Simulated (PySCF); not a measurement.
# Polarisability and C₆ of Au⁻ (gold, charge -1)

[Xe] 4f14 5d10 6s2, closed-shell 1S. All numbers are calculated (PySCF 2.14, scalar relativity through the core potential, in aug-cc-pwCVDZ-PP with ECP60MDF). Coupled (time-dependent) response in atomic units; α is the mean over directions. A double-zeta set is small for polarisabilities.

| method | mean α (bohr³) | C₆ (like pair) | S(−4) |
| --- | --- | --- | --- |
| UHF | 181.4 | 2557 | 24060 |
| PBE0 | 116.3 | 1413 | 9759 |
| CAM-B3LYP | 113.8 | 1397 | 8608 |
| M06-2X | 143.0 | 1770 | 17040 |

S(−4) is the Cauchy moment in α(ω) = α(0) + S(−4) ω² + …

α(iu) at CAM-B3LYP:

| u (hartree) | α(iu) (bohr³) |
| --- | --- |
| 0 | 113.8 |
| 0.0500 | 96.62 |
| 0.100 | 70.22 |
| 0.200 | 39.12 |
| 0.300 | 25.31 |
| 0.500 | 14.31 |
| 0.750 | 9.318 |
| 1.00 | 6.912 |
| 1.50 | 4.389 |
| 2.00 | 3.037 |
| 3.00 | 1.678 |
| 5.00 | 0.7168 |

For an ion, C₆ is the dispersion term alone; charge-induced terms of lower order in 1/R come first.

Energies and moments cover only the electrons outside the core potential. Spin-orbit coupling, which splits the p, d and f shells strongly at this Z, is absent.
